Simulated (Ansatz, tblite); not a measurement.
Cost and result up the ladder for GaCl2F (4 atoms). Total charge 0; singlet. Geometry: r2SCAN-D4/def2-SVP.

```xyz
4

Ga   -0.066    0.012    0.020
Cl    0.417    0.146   -2.034
Cl    1.356   -0.459    1.511
F    -1.708    0.301    0.504
```

Ansatz on 4 threads of Arm Neoverse V1 on a shared host; xTB runs through tblite on one thread. Times are rough, summed over both states, and most runs start from the orbitals of an earlier one. CCSD(T)/def2-TZVPP serves as the yardstick here, not as an exact answer. The other state is a doublet.

The xTB rows come from tblite. Correlated methods freeze 20 core orbitals; core or outer-core shells of Ga are correlated, in sets that lack core-valence functions.

Raw xTB energies of ions are shifted by several eV.

| level | functions | vertical IE (eV) | difference from CCSD(T)/def2-TZVPP (eV) |
| --- | --- | --- | --- |
| CCSD(T)/def2-TZVPP | 163 | 12.33 | 0.00 |
| GFN2-xTB | 31 | 16.05 | 3.72 |
| PBE0-D4/def2-TZVP | 153 | 11.97 | -0.37 |
| GFN1-xTB | 31 | 15.69 | 3.36 |
| r2SCAN-D4/def2-TZVP | 153 | 11.73 | -0.60 |
| PBE-D4/def2-TZVP (with forces) | 153 | 11.45 | -0.88 |

Task: Estimate how long each takes.

Result: GFN1-xTB 0.01 s; GFN2-xTB 0.01 s; PBE-D4/def2-TZVP (with forces) 3.6 s; PBE0-D4/def2-TZVP 8.4 s; r2SCAN-D4/def2-TZVP 9.4 s; CCSD(T)/def2-TZVPP 2.6 min. On shared hardware such times vary by a factor of up to 3.
